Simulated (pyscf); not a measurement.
F–GeH(F)–GeH₃ (SMILES [F][GeH]([F])[GeH3]) → F–GeH₃ (SMILES [F][GeH3]) + F–GeH: (SMILES [F][GeH]) [singlet] (1,1-elimination; singlet surface; Ge–Ge, F–Ge broken, F–Ge formed). PySCF, gas phase, ωB97X-D3(BJ)/def2-SVP geometries. Energies in kcal/mol from the reactant's lowest minimum found.

```tsv
level	barrier	reaction energy
ωB97X-D3(BJ)/def2-TZVP	42.2	+43.2
PBE/def2-TZVP	34.5	+36.3
r²SCAN/def2-TZVP	…	+41.3
B3LYP-D3(BJ)/def2-TZVP	37.5	+34.6
PBE0-D3(BJ)/def2-TZVP	39.7	+40.7
HF/def2-TZVP	…	…
```

Problem. Fill in the missing entries.

Solution. 
- r²SCAN/def2-TZVP, barrier: 38.5
- HF/def2-TZVP, barrier: 49.4
- HF/def2-TZVP, reaction energy: +32.1

On the product side the descent ends in an adduct with a F–Ge contact (not fully relaxed), 12.5 kcal/mol under the separated species and 11.5 kcal/mol under the saddle at ωB97X-D3(BJ)/def2-TZVP. At ωB97X-D3(BJ)/def2-TZVP, PBE, r²SCAN, PBE0-D3(BJ) the saddle lies under the separated products, which points to a path from their complex (located at ωB97X-D3(BJ) alone), and parting the products costs more than the saddle. What is counted as broken (F–Ge) persists as a longer contact in the product adduct; parting that adduct is a step of its own. This is the saddle that the search found; another between the same sides may lie lower. Elements up to Kr have no core potential and no relativistic terms here.
